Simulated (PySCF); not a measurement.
# Multinuclear NMR of C8H11FSi

Molfile (atoms numbered from 1):
```
C8H11FSi
     RDKit          3D

 21 22  0  0  0  0  0  0  0  0999 V2000
    3.8052    0.6050    0.4690 C   0  0  0  0  0  0  0  0  0  0  0  0
    2.4849    0.0741    0.2003 C   0  0  0  0  0  0  0  0  0  0  0  0
    1.4000   -0.3815   -0.0317 C   0  0  0  0  0  0  0  0  0  0  0  0
    0.0768   -0.8973   -0.2850 C   0  0  2  0  0  0  0  0  0  0  0  0
   -0.8564   -0.0586   -1.7520 Si  0  0  0  0  0  4  0  0  0  0  0  0
   -2.1462    0.4855   -0.4575 C   0  0  2  0  0  0  0  0  0  0  0  0
   -1.2403    0.9395    0.7028 C   0  0  0  0  0  0  0  0  0  0  0  0
   -0.8938   -0.5480    0.8519 C   0  0  1  0  0  0  0  0  0  0  0  0
   -2.3008   -0.8169    0.3219 C   0  0  2  0  0  0  0  0  0  0  0  0
   -2.4762   -1.9679   -0.4198 F   0  0  0  0  0  0  0  0  0  0  0  0
    4.4917   -0.2038    0.7200 H   0  0  0  0  0  0  0  0  0  0  0  0
    3.7633    1.3029    1.3054 H   0  0  0  0  0  0  0  0  0  0  0  0
    4.1842    1.1299   -0.4082 H   0  0  0  0  0  0  0  0  0  0  0  0
    0.1385   -1.9834   -0.3994 H   0  0  0  0  0  0  0  0  0  0  0  0
   -0.1400    1.0908   -2.3030 H   0  0  0  0  0  0  0  0  0  0  0  0
   -1.3700   -0.9916   -2.7470 H   0  0  0  0  0  0  0  0  0  0  0  0
   -3.0318    1.0620   -0.7074 H   0  0  0  0  0  0  0  0  0  0  0  0
   -1.8053    1.3269    1.5506 H   0  0  0  0  0  0  0  0  0  0  0  0
   -0.4117    1.6078    0.4766 H   0  0  0  0  0  0  0  0  0  0  0  0
   -0.5993   -0.9412    1.8249 H   0  0  0  0  0  0  0  0  0  0  0  0
   -3.0816   -0.8173    1.0870 H   0  0  0  0  0  0  0  0  0  0  0  0
  1  2  1  0
  2  3  3  0
  3  4  1  0
  4  5  1  0
  5  6  1  0
  6  7  1  0
  7  8  1  0
  8  9  1  0
  9 10  1  0
  8  4  1  0
  9  6  1  0
  1 11  1  0
  1 12  1  0
  1 13  1  0
  4 14  1  6
  5 15  1  0
  5 16  1  0
  6 17  1  6
  7 18  1  0
  7 19  1  0
  8 20  1  1
  9 21  1  1
M  END
```

[PySCF 2.14.0 with density-fitted response routines: shielding tensors at PBE0/pcSseg-1 (GIAO); geometry from GFN2-xTB; no solvent model; averaged over atoms made equivalent by symmetry, fast rotation or ring inversion; one computed conformer; non-relativistic Hamiltonian]

Problem. What are the ¹⁹F shifts?

Solution. 
| atoms | environment | σ (ppm) | δ (ppm) |
| --- | --- | --- | --- |
| F10 | fluorine on an sp3 carbon | 357.4 | -161.9 |

Shieldings were converted by a linear fit to measured shifts: ¹⁹F: δ = 146.13 − 0.903σ +14.6 on sp3 carbon (rms 6.0 ppm, 223 shifts, 7.0 ppm with the 5 outliers that the fit left out vs CFCl3, solution or neat liquid). Occasional misses reach two or three times the rms, and more in compound classes unlike the fitted ones.

On a 300 MHz spectrometer ¹⁹F resonates near 282.3 MHz, so 1 ppm is 282.3 Hz.

Problem. Where does ²⁹Si resonate?

Solution. 
| atoms | environment | σ (ppm) | δ (ppm) |
| --- | --- | --- | --- |
| Si5 | silicon bonded to 2 C, 2 H, in a 5-membered ring | 384.3 | -35.9 |

Shieldings were converted by a linear fit to measured shifts: ²⁹Si: δ = 279.94 − 0.822σ (rms 8.9 ppm, 72 shifts, 25.8 ppm with the 6 outliers that the fit left out vs TMS, solution or neat liquid). A few per cent of atoms miss by over 2 rms, more outside the fitted compound classes.

On a 600 MHz spectrometer ²⁹Si resonates near 119.2 MHz, so 1 ppm is 119.2 Hz.
